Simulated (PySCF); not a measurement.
**Nitrogen: a sound run and one with changed settings**

Sound run: N⁺ [He] 2s2 2p2, N²⁺ [He] 2s2 2p1. Calculation: PySCF 2.14, in aug-cc-pVDZ (4s3p2d, 23 functions); the non-relativistic Hamiltonian (point nucleus). In the sound run the correlated levels freeze 1s2. The sound run starts from symmetry-adapted Hartree-Fock orbitals and uses a fine grid where one is needed.

Changed run: initial guess 1e, at most 50 SCF cycles.

| species | method | sound run (hartree) | changed run (hartree) | converged |
| --- | --- | --- | --- | --- |
| N⁺ | UHF | -53.88126 | -53.88126 | yes |
| N⁺ | LDA | -53.56872 | -53.56872 | yes |
| N⁺ | CCSD(T) | -53.95937 | -53.95937 | yes |
| N²⁺ | M06-L | -52.94822 | -52.94822 | yes |
| N²⁺ | MP2 | -52.85338 | -52.85338 | yes |

Here the plain start reaches the same solutions.
